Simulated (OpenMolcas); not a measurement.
An OpenMolcas run meant for Ba+ (ANO-RCC-VQZP, DKH4; inactive shells 1s 2s 2p 3s 3p 3d 4s 4p 4d 5s 5p; intended active space 1 electron in 4 orbitals (6s 6p)). One step of its input:

```
&RASSCF
FileOrb=start.orb
Symmetry=1
Spin=3
nActEl=1 0 0
Inactive=15 12
Ras2=1 3
CIRoot=1 1 1
SDav=1
CIMx=300
Iter=98 100
PrWF=0.3
OrbListing=Nothing
MaxOrb=0
Atom
CIOnly
>>> COPY $Project.JobIph JOB001
```

Lines from the output:

```
--- SEWARD ---
Basis set label: BA.ANO-RCC...9S8P5D3F2G.

      Electronic valence basis set:
      ------------------
      Associated Effective Charge  56.000000 au
      Associated Actual Charge     56.000000 au
      Nuclear Model: Point charge

      Shell  nPrim  nBasis  Cartesian Spherical Contaminant
         s      26       9        X
         p      22       8        X
         d      15       5                 X
         f       4       3                 X
         g       2       2                 X
Relativistic=R04O02
                  Relativistic Douglas-Kroll-Hess integrals:
                    - DKH order of Hamiltonian: 4
                    - DKH order of Properties : 2
--- RASSCF ---

 Nr of active orbitals     NAC=   4
 Spin degeneracy         ISPIN=   3
 There can be no such wave function.
 ************************************************
--- Stop Module: rasscf at  /rc=_RC_INPUT_ERROR_ ---
.####################.
.# User input error #.
.####################.
```

Question: What is wrong with the input?

Answer: The spin multiplicity does not fit the number of active electrons: an even count needs an odd multiplicity and the reverse.
